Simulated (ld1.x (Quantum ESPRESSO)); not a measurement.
## PW91 TM dataset for Pt (Z = 78), scalar-relativistic all-electron reference.

ld1.x (Quantum ESPRESSO) 7.5 input, shortened:

```
&input
   title='Pt', zed=78., rel=1, dft='PW91', iswitch=3,
   config='[Xe] 4f14 5d9 6s0.5 6p0'
 /
 &inputp
   pseudotype=2, tm=.true., lloc=2,
   nlcc=.false.
 /
4
5S  1  0   2.00   0.00  1.05  1.05  0.0
5P  2  1   6.00   0.00  1.10  1.10  0.0
4F  4  3  14.00   0.00  0.70  0.70  0.0
5D  3  2   9.00   0.00  1.95  1.95  0.0
 &test
   configts(1)='4f14 5s2 5p6 5d9 6s0.5 6p0'
 /
```

Occupied shells without a wave of their own: 6s. They enter only through the test configuration that unscreens the potential.

All-electron outer shells of the reference configuration (PW91, scalar-relativistic, ld1.x):

| shell | level (eV) | outermost node (bohr) | outermost maximum (bohr) |
| --- | --- | --- | --- |
| 4p | -523.94 | 0.22 | 0.41 |
| 4d | -310.86 | 0.20 | 0.42 |
| 5s | -105.90 | 0.49 | 0.87 |
| 4f | -74.13 | – | 0.38 |
| 5p | -60.09 | 0.53 | 0.98 |
| 5d | -10.15 | 0.57 | 1.26 |
| 6s | -9.24 | 1.14 | 2.32 |
| 6p | -3.68 | 1.36 | 3.30 |

Does the generator finish with these settings?

Yes, a potential is produced.

Does the potential have ghost states?

Ghost state, extra bound levels that the all-electron valence spectrum of the same l lacks: p at -490.2 eV (other channels not judged). A true bound ghost makes a file unfit for plane-wave use.

Its largest configuration-test error is +5335 meV (4f14 5s2 5p6 5d8 6s0 6p0), which is poor. 4 of 7 tests not solved or not reliable. Not counted: 4f14 5s2 5p6 5d8 6s2 6p0 (pseudo-atom not self-consistent, printed error -11748 eV); 4f14 5s2 5p6 5d8 6s1 6p1 (an occupied level unbound or not found, printed error -9.1 eV); 4f14 5s2 5p6 5d9 6s1 6p0 (an occupied level unbound or not found, printed error -2.6 eV); 1 more.
